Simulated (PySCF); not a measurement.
**Assigning NMR signals**

Geometry:
```json
{"atom": "C1", "x (Å)": "-0.291", "y (Å)": "1.861", "z (Å)": "0.431"}
{"atom": "C2", "x (Å)": "-0.515", "y (Å)": "0.361", "z (Å)": "0.503"}
{"atom": "O3", "x (Å)": "-0.916", "y (Å)": "-0.196", "z (Å)": "-0.685"}
{"atom": "Si4", "x (Å)": "-0.125", "y (Å)": "-0.242", "z (Å)": "-2.121"}
{"atom": "O5", "x (Å)": "0.721", "y (Å)": "-0.209", "z (Å)": "0.930"}
{"atom": "C6", "x (Å)": "0.695", "y (Å)": "-1.542", "z (Å)": "1.134"}
{"atom": "F7", "x (Å)": "1.915", "y (Å)": "-2.048", "z (Å)": "0.903"}
{"atom": "F8", "x (Å)": "0.415", "y (Å)": "-1.834", "z (Å)": "2.433"}
{"atom": "H9", "x (Å)": "0.562", "y (Å)": "2.060", "z (Å)": "-0.211"}
{"atom": "H10", "x (Å)": "-0.088", "y (Å)": "2.247", "z (Å)": "1.425"}
{"atom": "H11", "x (Å)": "-1.178", "y (Å)": "2.336", "z (Å)": "0.023"}
{"atom": "H12", "x (Å)": "-1.295", "y (Å)": "0.121", "z (Å)": "1.245"}
{"atom": "H13", "x (Å)": "1.242", "y (Å)": "-0.737", "z (Å)": "-1.969"}
{"atom": "H14", "x (Å)": "-1.016", "y (Å)": "-1.176", "z (Å)": "-2.792"}
{"atom": "H15", "x (Å)": "-0.098", "y (Å)": "1.090", "z (Å)": "-2.728"}
{"atom": "H16", "x (Å)": "-0.037", "y (Å)": "-2.083", "z (Å)": "0.508"}
```

- σ from GIAO-PBE0/pcSseg-1
- geometry: GFN2-xTB
- program: PySCF 2.14.0 with density-fitted response routines
- one computed conformer, averaged over atoms made equivalent by symmetry, fast rotation or ring inversion, no relativistic terms, in vacuum

δ = σ(ref) − σ, references computed at the same level: 13C (σ = 186.93 ppm), 1H (σ = 31.72 ppm) against TMS.

(1) Assign these signals to the numbered atoms. 13C{1H} NMR (computed): δ 122.6 (CH), 96.0 (CH), 24.3 (CH3).

(2) Assign these signals to the numbered atoms. 1H NMR (400 MHz, computed): δ 6.65 (m, 1H), 5.53 (q, 1H), 4.93 (s, 3H), 1.52 (d, 3H).

## Answers

(1) 
```tsv
δ (ppm)	atoms	environment	reason
122.6	C6	sp3 CH bonded to 2 F and O	3 electronegative neighbours deshield it
96.0	C2	sp3 carbon bearing two oxygens	2 electronegative neighbours deshield it
24.3	C1	methyl carbon	a saturated carbon with 1 carbon neighbour and no heteroatom attached
```

(2) 
| δ (ppm) | atoms | environment | reason |
| --- | --- | --- | --- |
| 6.65 | H16 | hydrogen on an sp3 CH bonded to 2 F and O | its carbon carries F and O, which withdraws density |
| 5.53 | H12 | hydrogen on an sp3 carbon bearing two oxygens | its carbon carries O, hence the downfield position |
| 4.93 | H13/H14/H15 | hydrogen on a silicon bonded to O | – |
| 1.52 | H9/H10/H11 | hydrogen on a methyl carbon | – |

Splittings by 19F in the carbon and heteronuclear signals aren't shown, as no couplings were computed. Shifts are as computed. Against solution values, carbons near 30 ppm lie about +3 ppm off and those near 130 ppm about +5 ppm. Of 1309 compounds with measured shifts, 239 miss one by over three times the rms of a fit or turn the order of signals round; such compounds aren't used in these exercises. No couplings were computed; multiplicities are counted from neighbouring protons, with m where these are inequivalent, close in shift, in a saturated or five-membered ring or joined by F or P, and br s for small geminal =CH2 splittings.
